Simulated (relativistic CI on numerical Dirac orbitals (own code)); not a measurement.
Radial parameters of Sn XXVI

Computed by Dirac-Coulomb-Breit CI, orbitals from a KLI potential per configuration, QED by a radiative potential, unscaled Slater integrals (own radial code, finite nucleus).

Slater integrals F^k, G^k are unscaled and averaged over j, outside the closed core [Ne]; ζ comes from projecting the Hamiltonian with its Breit term on Σ l·s of the shell.

- 3s2 3p6 3d7: F^2(3d,3d) = 345440, F^4(3d,3d) = 221980, ζ(3d) = 30637 cm⁻¹; <r>(3d) = 0.2923, <r^2>(3d) = 0.09994 (bohr units).
- 3s2 3p5 3d8: ζ(3p) = 247900, F^2(3d,3d) = 344600, F^4(3d,3d) = 221410, F^2(3p,3d) = 308600, G^1(3p,3d) = 342370, G^3(3p,3d) = 224290, ζ(3d) = 30220 cm⁻¹; <r>(3p) = 0.3215, <r^2>(3p) = 0.1195, <r>(3d) = 0.2929, <r^2>(3d) = 0.1004 (bohr units).
- 3s2 3p4 3d9: F^2(3p,3p) = 308700, ζ(3p) = 247710, F^2(3p,3d) = 308180, G^1(3p,3d) = 342270, G^3(3p,3d) = 224100, ζ(3d) = 29809 cm⁻¹; <r>(3p) = 0.3219, <r^2>(3p) = 0.1198, <r>(3d) = 0.2936, <r^2>(3d) = 0.1008 (bohr units).

(1) Give the Racah parameters of the d shell in 3s2 3p6 3d7.

Averages of the first 10 configurations, taken without configuration mixing, which lowers the lowest level and can move excited configurations by several eV; other configurations of the list can lie among them:

```tsv
Configuration	Parity	States	Average energy above the lowest level (eV)
3s2 3p6 3d7	even	120	19.9
3s2 3p5 3d8	odd	270	246.4
3s2 3p4 3d9	even	150	477.5
3s 3p6 3d8	even	90	402.6
3p6 3d9	even	10	791.5
3s 3p5 3d9	odd	120	627.8
3s2 3p6 3d6 4s	even	420	559.9
3s2 3p6 3d6 4p	odd	1260	615.3
3s2 3p6 3d6 4d	even	2100	694.8
3s2 3p4 3d8 4s	even	1350	1007.2
```

## Answers

(1) B = F²/49 − 5F⁴/441 = 4533 cm⁻¹ and C = 35F⁴/441 = 17618 cm⁻¹.
